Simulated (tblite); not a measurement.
Compound: C8H17P.
Atom-mapped SMILES: `[CH3:1][CH2:2][C:3]([CH3:4])([CH3:5])[PH:6][CH:7]1[CH2:8][CH2:9]1` (hydrogens: H10, H11, H12 on C1; H13, H14 on C2; H15, H16, H17 on C4; H18, H19, H20 on C5; H21 on P6; H22 on C7; H23, H24 on C8; H25, H26 on C9)

Structure used (GFN2-xTB), in Å, numbered top down from 1:
```
atom  x, y, z in Å
C1    -1.5757    1.8292    0.0057
C2    -1.1885    0.6123    0.8361
C3    -0.9226   -0.6532    0.0095
C4    -2.1377   -1.0315   -0.8411
C5    -0.6072   -1.8105    0.9581
P6     0.4787   -0.3163   -1.2192
C7     1.9251   -0.1103   -0.1038
C8     2.3766    1.2858    0.2223
C9     3.1806    0.4502   -0.7152
H10   -0.8511    1.9858   -0.7931
H11   -1.5971    2.7191    0.6311
H12   -2.5581    1.7050   -0.4417
H13   -0.2846    0.8457    1.4061
H14   -1.9834    0.3995    1.5573
H15   -3.0304   -1.1063   -0.2215
H16   -1.9718   -1.9943   -1.3229
H17   -2.3148   -0.2940   -1.6209
H18    0.1851   -1.5508    1.6563
H19   -0.3078   -2.6990    0.4039
H20   -1.4943   -2.0585    1.5405
H21    0.7226   -1.6775   -1.4723
H22    2.0565   -0.8655    0.6636
H23    1.8178    2.1121   -0.1924
H24    2.7681    1.4799    1.2101
H25    3.1646    0.7082   -1.7641
H26    4.1286    0.0573   -0.3793
```

Level: GFN2-xTB in tblite, geometry and Hessian alike; calculated harmonic values, unscaled, isolated species. This tight-binding method is rough: wavenumbers can miss measured ones by several per cent, in bad cases by 10 to 20. Modes of hydrogen on phosphorus can be 10 to 20 % off. One conformer, not necessarily the lowest.

Harmonic wavenumbers (cm⁻¹): 27.9, 54.6, 113.0, 133.1, 191.1, 198.1, 217.5, 259.7, 264.1, 276.1, 285.9, 319.0, 374.8, 398.3, 460.4, 601.0, 667.4, 796.2, 804.4, 811.8, 839.4, 849.1, 861.8, 955.9, 958.7, 961.0, 997.2, 1004.5, 1032.0, 1035.6, 1058.6, 1069.0, 1070.3, 1088.1, 1096.8, 1152.0, 1182.4, 1189.3, 1212.8, 1230.0, 1273.7, 1324.3, 1346.9, 1402.7, 1409.5, 1417.9, 1437.0, 1480.4, 1484.0, 1488.8, 1491.6, 1496.0, 1500.2, 1508.4, 1515.1, 2211.2, 2941.8, 2962.3, 2999.6, 3003.3, 3004.4, 3006.7, 3009.3, 3015.2, 3027.9, 3030.4, 3033.3, 3046.0, 3077.7, 3078.9, 3080.4, 3096.9.

A = 1994, B = 941.7, C = 830.2 MHz; mass 144.107 u (most abundant isotopes); point group C1, symmetry number 1.

Problem. What is the zero-point energy?

Solution. ½Σν̃ = 50150 cm⁻¹ = 599.94 kJ/mol.

Problem. Give the ideal-gas entropy at 500 K and 1 bar in the rigid-rotor, harmonic-oscillator model (classical rotation).

Solution. Translation 181.59, rotation 130.76, vibration 264.15: S = 576.5 J/(mol K).

Problem. And Cp and H(500 K) − H(0)?

Solution. Cp = 301.59 J/(mol K), of which vibrations give 268.33 (their classical limit is 72 R = 598.6); H(500 K) − H(0) = 84.49 kJ/mol without the zero-point energy, 67.86 from vibrations.

Problem. How do the functions run with temperature in this model?

Solution. 
| T (K) | S (J/(mol K)) | Cp (J/(mol K)) | H − H(0) (kJ/mol) | G − H(0) (kJ/mol) | ln q(vib) |
| --- | --- | --- | --- | --- | --- |
| 50 | 254.5 | 57.9 | 2.22 | -10.50 | 0.90 |
| 100 | 304.5 | 90.3 | 5.93 | -24.52 | 2.37 |
| 298.15 | 449.7 | 194.3 | 34.05 | -100.03 | 8.85 |
| 373.15 | 497.9 | 236.7 | 50.22 | -135.58 | 11.30 |
| 750 | 717.9 | 395.3 | 172.43 | -365.96 | 23.50 |
| 1000 | 840.7 | 457.9 | 279.57 | -561.14 | 31.15 |

q(vib) and H(0) count from the zero-point level.

Problem. Which modes carry the vibrational entropy at 500 K?

Solution. 27.9 cm⁻¹: 29.29; 54.6 cm⁻¹: 23.71; 113.0 cm⁻¹: 17.69; 133.1 cm⁻¹: 16.34; 191.1 cm⁻¹: 13.39; 198.1 cm⁻¹: 13.10 J/(mol K); the other 66 give 150.63 together.

Hindered rotation and anharmonicity are outside this model. Other conformers, if any are populated, would add a mixing term that is left out. The structure is chiral; the term R ln 2 for an equal mix with its mirror image is left out.
